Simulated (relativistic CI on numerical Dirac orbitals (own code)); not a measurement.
# Energy levels of W LXI

Calculated at this level of theory: Dirac-Coulomb-Breit CI, separate exchange-only KLI orbitals for each configuration, model QED (radiative potential, 1s self-energy scaled to tabulated hydrogen-like ionisation energies), unscaled Slater integrals (own radial code, finite nucleus).

CI space (outside the closed core [Ne]): 3s²3p², 3s²3p3d, 3s3p³, 3s²3d², 3p⁴, 3s3p²3d, 3p²3d², 3s3p3d², 3p³3d, 3s²3d4s, 3s²3d4p, 3s3p3d4s, 3p³4s, 3s²3p4s, 3s3p3d4p, 3p³4p, 3s²3p4p, 3p²3d4s, 3s²3p4d, 3p²3d4p, 3s²3p4f, 3s3p²4s, 3s3p²4p, 3s3p²4d, 3s3p²4f, 3s²4s², 3s²3p5s, 3s²3p5p, 3s²4s4p, 3s²3p5d, 3s²3p5f, 3s²3p5g, 3s²4p², 3s3p4s², 3s3p²5s, 3s3p4s4p. Levels of other configurations are missing.

The lowest level is 3s²3p² ³P0, with 69 % of that term; Hund's rules for 3s²3p² give ³P with J = 0, in agreement.

| No. | Configuration | Term | J | E (eV) | % | Lifetime (s) | jj configuration (%) |
| --- | --- | --- | --- | --- | --- | --- | --- |
| 1 | 3s²3p² | ³P | 0 | 0.00 | 69 |  | 3p1/2^2 (100) |
| 2 | 3s²3p² | ³P | 1 | 347.86 | 99 | 3.78e-09 | 3p1/2 3p3/2 (99) |
| 3 | 3s²3p² | ¹D | 2 | 357.29 | 64 | 2.18e-07 | 3p1/2 3p3/2 (99) |
| 4 | 3s3p³ | ³P° | 2 | 516.63 | 46 | 3.68e-11 | 3s 3p3/2 (97) |
| 5 | 3s3p³ | ³D° | 1 | 544.81 | 28 | 1.26e-12 | 3s 3p3/2 (82) |
| 6 | 3s²3p3d | ³F° | 2 | 568.34 | 74 | 9.80e-11 | 3p1/2 3d3/2 (99) |
| 7 | 3s²3p3d | ³D° | 1 | 613.21 | 43 | 2.11e-13 | 3p1/2 3d3/2 (82) |
| 8 | 3s²3p3d | ³P° | 2 | 669.28 | 45 | 2.95e-12 | 3p1/2 3d5/2 (97) |
| 9 | 3s²3p3d | ³F° | 3 | 670.40 | 51 | 4.57e-12 | 3p1/2 3d5/2 (98) |
| 10 | 3s²3p² | ³P | 2 | 712.29 | 64 | 1.28e-09 | 3p3/2^2 (98) |
| 11 | 3s²3p² | ¹S | 0 | 733.02 | 68 | 1.06e-09 | 3p3/2^2 (98) |
| 12 | 3s3p²3d | ³D | 1 | 741.96 | 44 | 1.75e-11 | 3s 3p1/2^2 3d3/2 (99) |
| 13 | 3s3p²3d | ³D | 2 | 749.40 | 30 | 1.79e-11 | 3s 3p1/2^2 3d3/2 (97) |
| 14 | 3s3p²3d | ³D | 3 | 838.06 | 34 | 3.96e-12 | 3s 3p1/2^2 3d5/2 (98) |
| 15 | 3s3p²3d | ³F | 2 | 852.46 | 28 | 3.55e-12 | 3s 3p1/2^2 3d5/2 (97) |
| 16 | 3s3p³ | ³D° | 2 | 855.86 | 50 | 1.78e-12 | 3s 3p1/2 3p3/2^2 (95) |
| 17 | 3s3p³ | ³D° | 3 | 874.54 | 94 | 2.65e-12 | 3s 3p1/2 3p3/2^2 (94) |
| 18 | 3s3p³ | ³P° | 0 | 886.21 | 86 | 1.47e-12 | 3s 3p1/2 3p3/2^2 (86) |
| 19 | 3s3p³ | ¹D° | 2 | 901.24 | 55 | 6.96e-13 | 3s 3p1/2 3p3/2^2 (71) |
| 20 | 3s3p³ | ³P° | 1 | 901.32 | 34 | 8.70e-13 | 3s 3p1/2 3p3/2^2 (82) |
| 21 | 3s3p³ | ³S° | 1 | 913.26 | 32 | 2.99e-13 | 3s 3p1/2 3p3/2^2 (97) |
| 22 | 3s²3p3d | ³F° | 3 | 954.16 | 45 | 4.35e-13 | 3p3/2 3d3/2 (94) |
| 23 | 3s²3p3d | ³D° | 2 | 958.73 | 39 | 2.00e-13 | 3p3/2 3d3/2 (70) |
| 24 | 3s²3p3d | ³P° | 1 | 959.22 | 46 | 2.52e-13 | 3p3/2 3d3/2 (82) |
| 25 | 3s²3p3d | ³P° | 0 | 960.29 | 86 | 3.00e-13 | 3p3/2 3d3/2 (86) |
| 26 | 3s²3p3d | ³F° | 4 | 1010.46 | 99 | 2.24e-09 | 3p3/2 3d5/2 (99) |
| 27 | 3s²3p3d | ³P° | 2 | 1020.37 | 44 | 5.09e-12 | 3p3/2 3d5/2 (96) |
| 28 | 3s²3p3d | ³D° | 3 | 1044.01 | 60 | 1.54e-12 | 3p3/2 3d5/2 (95) |
| 29 | 3s²3p3d | ¹P° | 1 | 1054.37 | 63 | 2.17e-12 | 3p3/2 3d5/2 (96) |
| 30 | 3s3p²3d | ⁵F | 2 | 1059.98 | 24 | 2.63e-12 | 3s 3p1/2 3p3/2 3d3/2 (67) |

Energies count from the lowest computed level; ° marks odd parity; lifetimes are radiative, by E1, M1, E2, M2 decay to levels of this space only. Filled j subshells are mostly left out of the jj labels.

The mean weight of the leading LS term, summed over parents, in these 30 levels is 55 %, and that of the leading jj configuration (from the same eigenvectors) 92 %, so jj coupling describes them better and the LS labels are nominal.

At this charge energies of transitions that change n are usually good to better than 1 %, and those within a shell (Δn = 0) to a few per cent.

LS names give the leading component of a level, which can be under half, so a name can repeat, a term be missing and a line seem to break the LS rules.
